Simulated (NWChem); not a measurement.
System: SnH4O; SMILES [SnH3][OH]

Here is an NWChem input.

```
start job
memory heap 200 mb stack 900 mb global 1100 mb
geometry units angstroms noautosym nocenter noautoz
  Sn    -0.010242     0.247689     0.000000
  O     -0.072985    -1.743366     0.000000
  H      0.805053     0.785915     1.411501
  H     -1.659469     0.679239     0.000000
  H      0.805053     0.785915    -1.411501
  H      0.806497    -2.136749     0.000000
end
basis spherical
  * library def2-svpd
end
ecp
  Sn library def2-ecp
end
dft
  xc xcamb88 1.00 lyp 0.81 vwn_5 0.19 hfexch 1.00
  cam 0.33 cam_alpha 0.19 cam_beta 0.46
  iterations 150
end
property
  response 1 0.0
end
task dft property
```

Parts of the log:

```
             Northwest Computational Chemistry Package (NWChem) 7.3.0
             --------------------------------------------------------

                             Geometry "geometry" -> ""
                             -------------------------

 Output coordinates in angstroms (scale by  1.889725989 to convert to a.u.)

  No.       Tag          Charge          X              Y              Z
 ---- ---------------- ---------- -------------- -------------- --------------
    1 Sn                  50.0000    -0.01024200     0.24768900     0.00000000
    2 O                    8.0000    -0.07298500    -1.74336600     0.00000000
    3 H                    1.0000     0.80505300     0.78591500     1.41150100
    4 H                    1.0000    -1.65946900     0.67923900     0.00000000
    5 H                    1.0000     0.80505300     0.78591500    -1.41150100
    6 H                    1.0000     0.80649700    -2.13674900     0.00000000

 Effective nuclear repulsion energy (a.u.)     172.7841650152

                                 NWChem DFT Module
                                 -----------------

 Summary of "ao basis" -> "ao basis" (spherical)
 ------------------------------------------------------------------------------
       Tag                 Description            Shells   Functions and Types
 ---------------- ------------------------------  ------  ---------------------
 Sn                        def2-svpd                12       32   5s4p3d
 O                         def2-svpd                 9       23   4s3p2d
 H                         def2-svpd                 4        8   2s2p

            General Information
            -------------------
          SCF calculation type: DFT
          Wavefunction type:  closed shell.
          No. of atoms     :     6
          No. of electrons :    34
           Alpha electrons :    17
            Beta electrons :    17
          Charge           :     0
          Spin multiplicity:     1
          Use of symmetry is: off; symmetry adaption is: off
          Maximum number of iterations: 150
          AO basis - number of functions:    87
                     number of shells:    37
          Convergence on energy requested:  1.00D-06
          Convergence on density requested:  1.00D-05
          Convergence on gradient requested:  5.00D-04

              XC Information
              --------------
                     Hartree-Fock (Exact) Exchange  1.000
                   CAM-Becke88 Exchange Functional  1.000
                      VWN V Correlation Functional  0.190 local
              Lee-Yang-Parr Correlation Functional  0.810

           Range-Separation Parameters
           ---------------------------
           Alpha           :  0.19
           Beta            :  0.46
           Gamma           :  0.33
           Short-Range HF  :     F

             Grid Information
             ----------------
          Grid used for XC integration:  medium
          Radial quadrature: Mura-Knowles
          Angular quadrature: Lebedev.
          Tag              B.-S. Rad. Rad. Pts. Rad. Cut. Ang. Pts.
          ---              ---------- --------- --------- ---------
          Sn                  1.45      123          10.0       590
          O                   0.60       49          11.0       434
          H                   0.35       45          11.0       434
          Grid pruning is: on
          Number of quadrature shells:   352
          Spatial weights used:  Erf1

      Superposition of Atomic Density Guess
      -------------------------------------

 Sum of atomic energies:        -325.78410824

      Non-variational initial energy
      ------------------------------

 Total energy =    -290.248624
 1-e energy   =    -642.830070
 2-e energy   =     271.135259
 HOMO         =      -0.369414
 LUMO         =      -0.006172

   convergence    iter        energy       DeltaE   RMS-Dens  Diis-err
 ---------------- ----- ----------------- --------- --------- ---------
 d= 0,ls=0.0,diis     1   -291.7378161797 -3.73D+02  1.99D-02  5.53D-01
 d= 0,ls=0.0,diis     2   -291.6798709088  5.79D-02  8.70D-03  1.33D+00
 d= 0,ls=0.0,diis     3   -291.8095215600 -1.30D-01  6.50D-04  4.07D-03
 d= 0,ls=0.0,diis     4   -291.8099540755 -4.33D-04  2.53D-04  2.56D-04
 d= 0,ls=0.0,diis     5   -291.8099809386 -2.69D-05  4.73D-05  1.18D-05
  Resetting Diis
 d= 0,ls=0.0,diis     6   -291.8099822495 -1.31D-06  1.58D-05  4.36D-07
 d= 0,ls=0.0,diis     7   -291.8099823296 -8.01D-08  3.12D-06  1.69D-08

         Total DFT energy =     -291.809982329581
      One electron energy =     -644.333305765453
           Coulomb energy =      299.127254211745
    Exchange-Corr. energy =      -28.050118623738
 Nuclear repulsion energy =       81.446187847865

 Numeric. integr. density =       34.000001872530

                       DFT Final Molecular Orbital Analysis
                       ------------------------------------

 Vector   15  Occ=2.000000D+00  E=-4.095845D-01
              MO Center= -5.8D-01, -4.9D-01, -3.3D-09, r^2= 3.0D+00
   Bfn.  Coefficient  Atom+Function         Bfn.  Coefficient  Atom+Function
  ----- ------------  ---------------      ----- ------------  ---------------
    38      0.365115  2 O  py                64     -0.303227  4 H  s
    12      0.271256  1 Sn px                41      0.234394  2 O  py
    13     -0.205935  1 Sn py                37      0.174150  2 O  px
    40      0.120921  2 O  px                65     -0.118971  4 H  s
    22      0.112875  1 Sn d  2              15      0.111313  1 Sn px

 Vector   16  Occ=2.000000D+00  E=-3.838149D-01
              MO Center= -1.5D-01, -3.5D-01,  7.9D-09, r^2= 3.6D+00
   Bfn.  Coefficient  Atom+Function         Bfn.  Coefficient  Atom+Function
  ----- ------------  ---------------      ----- ------------  ---------------
    37     -0.277214  2 O  px                12      0.272975  1 Sn px
    38     -0.274234  2 O  py                64     -0.238249  4 H  s
    36      0.231099  2 O  s                 56      0.185291  3 H  s
    72      0.185291  5 H  s                 41     -0.184086  2 O  py
    40     -0.175033  2 O  px                13      0.158098  1 Sn py

 Vector   17  Occ=2.000000D+00  E=-3.571241D-01
              MO Center=  1.9D-01, -8.9D-01, -3.2D-09, r^2= 2.9D+00
   Bfn.  Coefficient  Atom+Function         Bfn.  Coefficient  Atom+Function
  ----- ------------  ---------------      ----- ------------  ---------------
    39      0.519396  2 O  pz                42      0.369605  2 O  pz
    56     -0.204655  3 H  s                 72      0.204655  5 H  s
    14     -0.178518  1 Sn pz                17     -0.135440  1 Sn pz
    45      0.121479  2 O  pz                19      0.109583  1 Sn d -1
    57     -0.103819  3 H  s                 73      0.103819  5 H  s

 Vector   18  Occ=0.000000D+00  E= 7.808126D-03
              MO Center=  3.9D-01, -2.3D-01, -2.2D-09, r^2= 6.4D+00
   Bfn.  Coefficient  Atom+Function         Bfn.  Coefficient  Atom+Function
  ----- ------------  ---------------      ----- ------------  ---------------
    36     -0.579889  2 O  s                 16      0.543657  1 Sn py
    81      0.472080  6 H  s                 44      0.398290  2 O  py
    13      0.316702  1 Sn py                32     -0.302685  1 Sn d  2
    85     -0.253395  6 H  px                 5     -0.231655  1 Sn s
    43     -0.204300  2 O  px                41      0.193459  2 O  py

 Vector   19  Occ=0.000000D+00  E= 2.193785D-02
              MO Center=  4.2D-02,  7.9D-01, -2.1D-09, r^2= 9.3D+00
   Bfn.  Coefficient  Atom+Function         Bfn.  Coefficient  Atom+Function
  ----- ------------  ---------------      ----- ------------  ---------------
     5      2.415039  1 Sn s                  4     -2.162209  1 Sn s
    36     -1.138609  2 O  s                 16     -0.519662  1 Sn py
     3     -0.399824  1 Sn s                 57      0.353554  3 H  s
    65      0.353118  4 H  s                 73      0.353554  5 H  s
    81      0.323804  6 H  s                  2      0.211767  1 Sn s

 Vector   20  Occ=0.000000D+00  E= 5.727863D-02
              MO Center=  7.1D-01,  4.1D-01, -6.1D-09, r^2= 6.9D+00
   Bfn.  Coefficient  Atom+Function         Bfn.  Coefficient  Atom+Function
  ----- ------------  ---------------      ----- ------------  ---------------
    30      0.804556  1 Sn d  0               5     -0.681247  1 Sn s
    36      0.513541  2 O  s                 16      0.352479  1 Sn py
    81      0.284369  6 H  s                 43     -0.273537  2 O  px
    15     -0.244064  1 Sn px                12     -0.199898  1 Sn px
    44      0.182935  2 O  py                56      0.143411  3 H  s

     Multipole analysis of the density
     ---------------------------------

     L   x y z        total         alpha         beta         nuclear
     -   - - -        -----         -----         ----         -------
     0   0 0 0     -0.000000    -17.000000    -17.000000     34.000000

     1   1 0 0      0.505754      0.302076      0.302076     -0.098398
     1   0 1 0      0.561177      8.201800      8.201800    -15.842423
     1   0 0 1      0.000000      0.000000      0.000000      0.000000

[...]

 DFT Linear Response polarizability / au
 Frequency  =       0.0000000 / au
              X              Y              Z
 -----------------------------------------------
 X      45.9476122      0.2849071     -0.0000000
 Y       0.2850279     47.1169744      0.0000000
 Z      -0.0000000      0.0000000     45.7140196
 -----------------------------------------------
 Eigenvalues =      45.8818903     47.1826963     45.7140196
 Isotropic   =      46.2595354
 Anisotropic =       1.3923520
 -----------------------------------------------

 Magnetic Dipole Response Matrix (nonzero elements):

 Exiting AOResponse driver routine
```

Level: CAM-B3LYP/def2-SVPD with def2 effective core potentials on Sn. All runs use the structure optimised with PBE0/def2-SVP. No frequency run checked for a minimum. def2 effective core potentials on Sn; no spin-orbit coupling.
